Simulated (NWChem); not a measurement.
System: C4H5O2, doublet; SMILES CC(O)=C[C]=O

Output (shortened):

```
             Northwest Computational Chemistry Package (NWChem) 7.3.0
             --------------------------------------------------------

                             Geometry "geometry" -> ""
                             -------------------------

 Output coordinates in angstroms (scale by  1.889725989 to convert to a.u.)

  No.       Tag          Charge          X              Y              Z
 ---- ---------------- ---------- -------------- -------------- --------------
    1 C                    6.0000     0.56079800     2.18210300    -0.05833000
    2 C                    6.0000     0.09586300     0.75983900    -0.03897400
    3 O                    8.0000    -1.20098600     0.61238300    -0.27802900
    4 C                    6.0000     0.92886500    -0.32491200     0.20722700
    5 C                    6.0000     0.35508900    -1.63783100     0.20002700
    6 O                    8.0000    -0.81541600    -1.93355100    -0.00281200
    7 H                    1.0000     0.01280100     2.76498800     0.71062000
    8 H                    1.0000     1.64621900     2.25870400     0.12833100
    9 H                    1.0000     0.32042500     2.64166500    -1.03907700
   10 H                    1.0000    -1.39578700    -0.37815800    -0.23754200
   11 H                    1.0000     1.99782900    -0.17681400     0.40256900

 Effective nuclear repulsion energy (a.u.)     218.0551263344

                                 NWChem DFT Module
                                 -----------------

 Summary of "ao basis" -> "ao basis" (spherical)
 ------------------------------------------------------------------------------
       Tag                 Description            Shells   Functions and Types
 ---------------- ------------------------------  ------  ---------------------
 C                          def2-svp                 6       14   3s2p1d
 O                          def2-svp                 6       14   3s2p1d
 H                          def2-svp                 3        5   2s1p

 in cosmo_initialize ...
 calling solv_data for solv:propnol2

 solvent parameters
 solvname_short: propnol2
 solvname_long:  2-propanol
 dielec:       19.2640
 dielecinf:     1.8978
 nonaqueous SMD model solvent descriptors
 dielec:       19.2640
 sola:          0.3300
 solb:          0.5600
 solc:          0.0000
 solg:         30.1300
 solh:          0.0000
 soln:          1.3776

[...]

                                COSMO-SMD solvation results
                                ---------------------------

             internal energy in gas <Psi(g)|H|Psi(g)> =      -305.533727179538
         internal energy in solvent <Psi(s)|H|Psi(s)> =      -305.532272112593
                               delta internal energy  =         0.001455066946 (    0.91 kcal/mol)
   total free energy in solvent <Psi(s)|H+V/2|Psi(s)> =      -305.543595802388
 polarization energy contribution <Psi(s)|V/2|Psi(s)> =        -0.011323689795 (   -7.11 kcal/mol)
    total free energy in solvent including G(SMD-CDS) =      -305.539811161327
                       G(SMD-CDS) energy contribution =         0.003784641061 (    2.37 kcal/mol)
     1 M fixed-concentration free energy of solvation =        -0.006083981789 (   -3.82 kcal/mol)

                    DFT Final Alpha Molecular Orbital Analysis
                    ------------------------------------------

 Vector   21  Occ=1.000000D+00  E=-4.528919D-01
              MO Center= -2.8D-01,  1.5D+00, -1.6D-01, r^2= 2.8D+00
   Bfn.  Coefficient  Atom+Function         Bfn.  Coefficient  Atom+Function
  ----- ------------  ---------------      ----- ------------  ---------------
    34      0.401000   3 O  pz                6     -0.328257   1 C  pz
    37      0.288993   3 O  pz               85     -0.237658   7 H  s
    95      0.233008   9 H  s                 9     -0.188376   1 C  pz
    76     -0.108490   6 O  pz               20      0.095476   2 C  pz
    32     -0.077188   3 O  px               23      0.075897   2 C  pz

 Vector   22  Occ=1.000000D+00  E=-3.188844D-01
              MO Center=  2.9D-01, -2.4D-01,  7.7D-02, r^2= 2.6D+00
   Bfn.  Coefficient  Atom+Function         Bfn.  Coefficient  Atom+Function
  ----- ------------  ---------------      ----- ------------  ---------------
    48      0.420655   4 C  pz               51      0.356226   4 C  pz
    34     -0.253208   3 O  pz               76     -0.242593   6 O  pz
    37     -0.216809   3 O  pz               20      0.214081   2 C  pz
    79     -0.200598   6 O  pz               62      0.108204   5 C  pz
    23      0.103139   2 C  pz               46     -0.081424   4 C  px

 Vector   23  Occ=1.000000D+00  E=-2.801785D-01
              MO Center=  1.8D-01, -1.6D+00,  1.6D-01, r^2= 2.1D+00
   Bfn.  Coefficient  Atom+Function         Bfn.  Coefficient  Atom+Function
  ----- ------------  ---------------      ----- ------------  ---------------
    59      0.440303   5 C  s                61     -0.399253   5 C  py
    75      0.357925   6 O  py               78      0.311147   6 O  py
    63      0.263578   5 C  px               60      0.250257   5 C  px
    47      0.229036   4 C  py               45     -0.215545   4 C  s
    64     -0.194589   5 C  py               50      0.181119   4 C  py

 Vector   24  Occ=0.000000D+00  E=-2.132638D-02
              MO Center=  4.1D-02, -3.5D-01,  3.9D-02, r^2= 3.4D+00
   Bfn.  Coefficient  Atom+Function         Bfn.  Coefficient  Atom+Function
  ----- ------------  ---------------      ----- ------------  ---------------
    23      0.439952   2 C  pz               20      0.418930   2 C  pz
    65     -0.376936   5 C  pz               62     -0.368887   5 C  pz
    79      0.292928   6 O  pz               76      0.270107   6 O  pz
    37     -0.235295   3 O  pz               34     -0.210216   3 O  pz
    86     -0.201877   7 H  s                96      0.199781   9 H  s

[...]
```

Level: M05-2X/def2-SVP, spin-unrestricted, SMD on the gas-phase geometry. Structure relaxed at the PBE-D3(BJ)/def2-SVP, spin-unrestricted level. No frequency run checked for a minimum. No stability test was run on the SCF state. Solvent: 2-propanol.

Problem. Write an input that gives this output.

Solution. Several could match; the one computed here: the input that was run:
```
start job
memory heap 200 mb stack 900 mb global 1100 mb
geometry units angstroms noautosym nocenter noautoz
  C      0.560798     2.182103    -0.058330
  C      0.095863     0.759839    -0.038974
  O     -1.200986     0.612383    -0.278029
  C      0.928865    -0.324912     0.207227
  C      0.355089    -1.637831     0.200027
  O     -0.815416    -1.933551    -0.002812
  H      0.012801     2.764988     0.710620
  H      1.646219     2.258704     0.128331
  H      0.320425     2.641665    -1.039077
  H     -1.395787    -0.378158    -0.237542
  H      1.997829    -0.176814     0.402569
end
basis spherical
  C library def2-svp
  O library def2-svp
  H library def2-svp
end
dft
  odft
  mult 2
  xc m05-2x
  iterations 150
end
cosmo
  do_cosmo_smd true
  solvent propnol2
end
task dft energy
```
